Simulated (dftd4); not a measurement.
Cl$_{2}$Sr, triplet, geometry from GFN2-xTB (such geometries of metal compounds can be far from the true shape) (a higher spin typed on purpose: for a closed-shell molecule this is an excited state); D4 for r2scan in dftd4 4.2.0.

dftd4 was given this input:
```
$ dftd4 mol.xyz --func r2scan --charge 0 --json dftd4.json --noedisp --grad

# file mol.xyz
3

Sr     0.50354995    -0.98029751     0.16357802
Cl     0.31464289     1.39392006    -1.09624314
Cl    -1.44022513     0.79733320     0.73059816
```

What does dftd4 print? Leave out banner, timings and long lists.


```
                    ____  _____ _____     ____  _  _
      -------------|  _ \|  ___|_   _|---|  _ \| || |------------
     |             | | | | |_    | | ___ | | | | || |_           |
     |             | |_| |  _|   | ||___|| |_| |__   _|          |
     |             |____/|_|     |_|     |____/   |_|            |
     |             ===================================           |
     |            E. Caldeweyher, S. Ehlert & S. Grimme          |
     |          Mulliken Center for Theoretical Chemistry        |
     |                    University of Bonn                     |
      -----------------------------------------------------------

Rational (Becke-Johnson) damping: r2scan-D4-ATM
---------------------
  s6         1.0000
  s8         0.6019
  s9         1.0000
  a1         0.5156
  a2         5.7734
 alp        16.0000
--------------------

Dispersion energy:      -5.5819272611533E-04 Eh

Gradient norm:           6.8341249405845E-06 Eh/a0
--------------------------------------------------
     #    Z           dE/dx      dE/dy      dE/dz
--------------------------------------------------
     1   38 Sr   -2.223E-06  4.328E-06 -7.221E-07
     2   17 Cl    2.650E-06 -1.641E-06 -1.241E-06
     3   17 Cl   -4.274E-07 -2.687E-06  1.963E-06
--------------------------------------------------

Virial:
--------------------------------------------------
      component           x          y          z
--------------------------------------------------
          x       6.239E-07  1.046E-05 -6.768E-06
          y       1.046E-05 -1.639E-05  1.027E-06
          z      -6.768E-06  1.027E-06  5.058E-06
--------------------------------------------------

[Info] Dispersion results written to 'dftd4.txt'
[Info] JSON dump of results written to 'dftd4.json'
```
